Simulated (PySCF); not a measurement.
Al(H)(Me)(SiH3) (CH7AlSi), SMILES [CH3][AlH][SiH3]. Atoms are numbered in the order given.

```xyz
10

Al    -0.4379     0.1247    -0.7559
H     -1.1927    -0.6569    -1.9211
C     -0.3274     2.0777    -0.8410
H      0.1647     2.3996    -1.7764
H      0.2214     2.5276     0.0016
H     -1.3386     2.5227    -0.8616
Si     0.5383    -1.1741     1.0711
H      1.1935    -0.3173     2.1092
H      1.5759    -2.1270     0.5601
H     -0.5020    -1.9996     1.7651
```
Charge 0, spin multiplicity 1.

Coordinates come from a ωB97X-D3(BJ)/def2-SVP optimisation.

Level of theory: PySCF 2.14.0 with C-PCM-M06-2X/def2-SVP.

The values are the electrostatic part of the solvation free energy, E(continuum) − E(gas) at the gas-phase geometry, in a cavity of scaled van der Waals radii (PySCF's table); cavitation and dispersion terms are not included. A continuum can't describe solvent molecules that bind to the metal. In vacuum the orbital gap is 7.25 eV. The dipole moment in vacuum is 1.15 D.

| solvent | ε | ΔG(elec) (kcal/mol) | dipole (D) | gap (eV) |
|---|---|---|---|---|
| water | 78.36 | -4.0 | 1.51 | 7.60 |
| 2-propanol | 19.26 | -3.8 | 1.49 | 7.58 |
| chlorobenzene | 5.70 | -3.2 | 1.43 | 7.53 |
